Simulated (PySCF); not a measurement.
# C₆ coefficients of unlike pairs at PBE0

Calculated with PySCF 2.14 from the dipole response of each species, C₆(A,B) = (3/π) ∫ α_A(iu) α_B(iu) du, in atomic units, from isotropic polarisabilities. For ions this is the dispersion term alone; charge-induced terms of lower order in 1/R come first.

```csv
species,configuration,basis,relativity,α (bohr³),C₆ (like pair)
Sr⁺,[Kr] 5s1 (2S),aug-cc-pVDZ-X2C (7s6p4d),spin-free X2C,104.2,935.6
Sr,[Kr] 5s2 (1S),"aug-cc-pwCVTZ-X2C with one added diffuse shell each of s, p, d, f type (11s10p8d4f)",spin-free X2C,203.5,3338
Fe³⁺,[Ar] 3d5 (6S),"aug-cc-pVTZ with one added diffuse shell each of s, p, d, f, g type (9s8p6d4f3g)",none,1.833,4.470
Cl³⁺,[Ne] 3s2 3p2 (3P),aug-cc-pwCVQZ (10s9p7d5f3g),none,4.385,11.90
```

**Question.** Estimate C₆ for Fe³⁺ with Sr.

**Answer.** The integral gives 62.79. The combination rule 2 C_A C_B / (C_A α_B/α_A + C_B α_A/α_B) gives 56.68 and the geometric mean 122.1.

No spin-orbit coupling is included.

The other pairs:

| pair | C₆ |
| --- | --- |
| Fe³⁺, Sr⁺ | 35.90 |
| Cl³⁺, Sr⁺ | 76.08 |
| Sr, Sr⁺ | 1764 |
| Cl³⁺, Fe³⁺ | 6.763 |
| Cl³⁺, Sr | 135.9 |
